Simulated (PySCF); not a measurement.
This PySCF input asks for the NMR shieldings of `C[O][Al-]([O]C)([O]C)[O]C`, [C$_{4}$H$_{12}$AlO$_{4}$]-; the geometry comes from GFN2-xTB.

```python
import basis_set_exchange as bse
import numpy as np
from pyscf import gto, dft
from pyscf.prop import nmr

atoms = """
C     2.413822    0.069203   -1.824452
O     1.383625    0.235842   -0.952260
Al   -0.000156    0.047919    0.037430
O     0.085953    1.165383    1.325233
C     0.156738    2.304124    2.066573
O    -0.053854   -1.540526    0.668965
C    -0.071525   -2.664975    1.434281
O    -1.415808    0.360098   -0.872643
C    -2.501025    0.279077   -1.688761
H     2.161323    0.443764   -2.833525
H     3.315126    0.618052   -1.491269
H     2.703212   -0.990208   -1.936627
H    -0.709636    2.966739    1.894784
H     0.180169    2.071514    3.148685
H     1.063619    2.892245    1.840808
H     0.832302   -2.755936    2.062330
H    -0.941046   -2.690092    2.114654
H    -0.123465   -3.574898    0.806644
H    -3.328637    0.913616   -1.318295
H    -2.891776   -0.750450   -1.767384
H    -2.267883    0.616450   -2.715641
"""
names = dict.fromkeys(["C", "O", "Al", "H"], "pcSseg-1")
basis = {el: gto.basis.parse(bse.get_basis(n, elements=[el], fmt="nwchem")) for el, n in names.items()}
mol = gto.M(atom=atoms, basis=basis, charge=-1, verbose=0)
mf = dft.RKS(mol, xc="PBE0")
mf.grids.level = 2
mf.grids.alignment = dft.numint.BLKSIZE   # the property module wants whole blocks of grid points
mf.conv_tol = 1e-9
mf.kernel()

calc = nmr.RKS(mf)   # GIAO
C = mf.mo_coeff
Co = C[:, mf.mo_occ > 0]
resp = mf.gen_response(singlet=True, hermi=2)
def vind(x):   # induced exchange potential for any number of trial vectors
    d = np.einsum("pi,xij,qj->xpq", C, 2 * x.reshape(-1, C.shape[1], Co.shape[1]), Co, optimize=True)
    return np.einsum("xpq,pi,qj->xij", resp(d - d.transpose(0, 2, 1)), C, Co, optimize=True).ravel()
mo1, _ = nmr.rhf.solve_mo1(calc, with_cphf=vind)
sigma = calc.kernel(mo1)
for i, s in enumerate(sigma):   # ppm
    print("%2d %-2s %9.2f" % (i, mol.atom_pure_symbol(i), np.trace(s) / 3))
```

Q: Give the expected output.

A: 
```
 0 C     131.32
 1 O     349.29
 2 Al    549.31
 3 O     348.74
 4 C     131.52
 5 O     351.61
 6 C     131.20
 7 O     349.13
 8 C     131.26
 9 H      27.48
10 H      27.53
11 H      27.50
12 H      27.54
13 H      27.59
14 H      27.54
15 H      27.50
16 H      27.49
17 H      27.53
18 H      27.52
19 H      27.50
20 H      27.48
```

These numbers come from an equivalent density-fitted implementation of the same equations, which agrees with the script to about 0.01 ppm for H and up to a few tenths of a ppm for heavy atoms, so last digits may differ.

Size and cost of the density-fitted run: 220 basis functions, 42 s wall time on 1 thread of an x86-64 server CPU, shared host.
